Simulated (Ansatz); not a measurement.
`S=C=CBBr` + H–F → `FBBr` + `C=C=S` at 500 K and 1 bar (ligand exchange at a B–C bond).

Gas-phase electronic energies from Ansatz, PBE0-D4/def2-TZVP geometries. CCSD(T)/CBS is the MP2 limit (def2-TZVPP, def2-QZVPP) plus CCSD(T) − MP2 in def2-TZVPP, frozen cores. This one scheme is used for every species. For Br outer-core shells are correlated without core-valence functions, which leaves a few kJ/mol of doubt a bond. Scalar relativity is left out up to krypton. Each species was taken in one conformer, which may not be the lowest.

```json
{"species": "`S=C=CBBr`", "CCSD(T)/CBS energy (Eh)": "-3073.19240", "H − E (kJ/mol)": "129.5", "S (J/(mol·K))": "385.5"}
{"species": "H–F", "CCSD(T)/CBS energy (Eh)": "-100.39570", "H − E (kJ/mol)": "39.4", "S (J/(mol·K))": "188.7"}
{"species": "`FBBr`", "CCSD(T)/CBS energy (Eh)": "-2698.59010", "H − E (kJ/mol)": "64.0", "S (J/(mol·K))": "301.5"}
{"species": "`C=C=S`", "CCSD(T)/CBS energy (Eh)": "-475.02456", "H − E (kJ/mol)": "102.0", "S (J/(mol·K))": "284.0"}
```

H − E and S are ideal-gas, rigid-rotor, harmonic terms from PBE0-D4/def2-TZVP, for one conformer and one mirror image of each species. 1 Eh = 2625.50 kJ/mol, R = 8.31446 J/(mol·K).

Question: By hand: ΔE, ΔH, ΔS and ΔG.

Answer: ΔE = (-2698.59010) + (-475.02456) − (-3073.19240) − (-100.39570) = -0.02656 Eh = -69.7 kJ/mol. Δ(H − E) = 64.0 + 102.0 − 129.5 − 39.4 = -2.9, so ΔH = -72.6 kJ/mol. ΔS = 301.5 + 284.0 − 385.5 − 188.7 = 11.3 J/(mol·K). ΔG = -72.6 − 500 × (11.3)/1000 = -78.2 kJ/mol.

Question: By hand: the equilibrium constant, and the temperature at which ΔG would vanish if ΔH and ΔS stayed fixed.

Answer: log₁₀ K = −ΔG/(RT ln 10) = 8.2. ΔH and −TΔS have one sign here, so there is no such temperature.

The number of gas molecules stays the same, so ΔS is small and ΔH decides. A doubt of 5 kJ/mol in ΔE shifts log₁₀ K by 0.5 here. Other conformers and mirror images would add mixing entropy, several J/(mol·K) or more a flexible species. These are equilibria of isolated gas molecules and say nothing of rates. Largest T1 diagnostic: 0.017 (customary marks: 0.02 for closed shells, 0.045 for open ones).

ΔS is within the doubt of such terms, so its sign, and with it that verdict, could turn.
